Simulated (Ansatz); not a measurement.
`CN(C)[Si]Cl` + H₂O → `O[Si]Cl` + dimethylamine at 400 K and 1 bar (formal hydrolysis of the Si–N bond).

Calculated with Ansatz (gas phase, PBE0-D4/def2-TZVP geometries, no zero-point term in ΔE). CCSD(T)/CBS adds triple-zeta CCSD(T) − MP2 to the extrapolated MP2 energy (def2 sets, frozen cores). This one scheme is used for every species. Each species was taken in one conformer, which may not be the lowest.

| species | CCSD(T)/CBS energy (Eh) | H − E (kJ/mol) | S (J/(mol·K)) |
| --- | --- | --- | --- |
| `CN(C)[Si]Cl` | -883.31525 | 253.9 | 374.3 |
| H₂O | -76.37941 | 69.8 | 198.6 |
| `O[Si]Cl` | -824.69782 | 59.3 | 296.6 |
| `CNC` | -135.00321 | 264.6 | 293.2 |

H − E and S are ideal-gas, rigid-rotor, harmonic terms from PBE0-D4/def2-TZVP, for one conformer and one mirror image of each species. 1 Eh = 2625.50 kJ/mol, R = 8.31446 J/(mol·K).

Task: By hand: ΔE, ΔH, ΔS and ΔG.

Result: ΔE = (-824.69782) + (-135.00321) − (-883.31525) − (-76.37941) = -0.00637 Eh = -16.7 kJ/mol. Δ(H − E) = 59.3 + 264.6 − 253.9 − 69.8 = 0.2, so ΔH = -16.5 kJ/mol. ΔS = 296.6 + 293.2 − 374.3 − 198.6 = 16.9 J/(mol·K). ΔG = -16.5 − 400 × (16.9)/1000 = -23.3 kJ/mol.

Task: By hand: the equilibrium constant, and the temperature at which ΔG would vanish if ΔH and ΔS stayed fixed.

Result: log₁₀ K = −ΔG/(RT ln 10) = 3.0. ΔH and −TΔS have one sign here, so there is no such temperature.

TΔS isn't small against ΔH here. A doubt of 5 kJ/mol in ΔE shifts log₁₀ K by 0.7 here. Other conformers and mirror images would add mixing entropy, several J/(mol·K) or more a flexible species. These are equilibria of isolated gas molecules and say nothing of rates. Largest T1 diagnostic: 0.014 (customary marks: 0.02 for closed shells, 0.045 for open ones).
